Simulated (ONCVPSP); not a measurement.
# What one change does to a pseudopotential (lanthanum (La), ONCV)

- Element: lanthanum
- Generator: ONCVPSP 4.0.1
- Type: optimised norm-conserving Vanderbilt (ONCV)
- Functional: PBE
- Relativity: scalar-relativistic
- Frozen core: [Kr]
- Valence charge: 21
- Reference configuration: 4d10 5s2 5p6 5d1 6s1 6p1
- Partial waves: 5s+6s: rc 2.95 bohr, ncon 3, nbas 7, qcut 5.3 1/bohr, 2 projectors; 5p+6p: rc 2.85 bohr, ncon 4, nbas 8, qcut 4.8 1/bohr, 2 projectors; 4d+5d: rc 1.25 bohr, ncon 5, nbas 9, qcut 13.3 1/bohr, 2 projectors; f scattering state at 0.34 Ha: rc 2.55 bohr, ncon 4, nbas 9, qcut 4.8 1/bohr, 2 projectors, debl 1.1 Ha
- Local potential: polynomial inside 0.90 bohr (lpopt 5, dvloc0 0 Ha)
- Core correction: Teter function, fcfact 3.25, rcfact 1.25

In the f channel the program set the typed energies aside and used -0.200, 0.900 Ha.

Change: all radii but the core radius scaled by about 1.30 (s 3.84, p 3.72, d 1.62, f 3.32 bohr); local potential polynomial inside 1.18 bohr (lpopt 5, dvloc0 0 Ha).

Cutoffs: the cutoffs (Ha) at which the residual kinetic energy of the hardest occupied pseudo-wave falls to 1 and 0.1 mHa per electron; they do not see the model core or the augmentation charge, which bear on the density cutoff. Errors are all-electron minus pseudo energies relative to the spin-unpolarised reference configuration.

Predict the effect on cutoff, ghosts and configuration errors.

The potential gets softer (66 Ha and 75 Ha → 54 Ha and 61 Ha); the bound ghosts move from p, s to s; the lowest positive-energy flag moves from none to p at 10.1 eV; of the 4 tests that both files solve, the error grows in 1 and shrinks in 1 by more than 15 % and 0.3 meV (median size 2.1 → 1.9 meV). A larger radius leaves more room for a smooth pseudo-wave, so fewer plane waves are needed.

```csv
quantity,base,changed
"cutoff, loose",66 Ha,54 Ha
"cutoff, tight",75 Ha,61 Ha
loose cutoff by channel,"s 7.4 Ha, p 4.9 Ha, d 66 Ha","s 4.1 Ha, p 5.4 Ha, d 54 Ha"
bound ghosts,"s, p",s
GHOST(+) flags under 300 eV,none,p at 10.1 eV
"error for 4d10 5s2 5p6 5d1 6s2 6p0, meV [ΔE -2.38 eV]",-0.2,-0.3
"error for 4d10 5s2 5p6 5d1 6s1 6p0, meV [ΔE 3.59 eV]",-0.9,-0.9
"error for 4d10 5s2 5p6 5d1 6s0 6p0, meV [ΔE 14.48 eV]",-3.3,-2.8
"error for 4d9 5s2 5p6 5d1 6s2 6p0, meV [ΔE 110.63 eV]",+162,+805
"rms error of d²Exc/dni dnj with the model core, mHa",2.18,2.82
```

 A true bound ghost makes a file unfit for plane-wave use even where its test errors are small: the radial tests pick states by their node count and pass the ghost by.
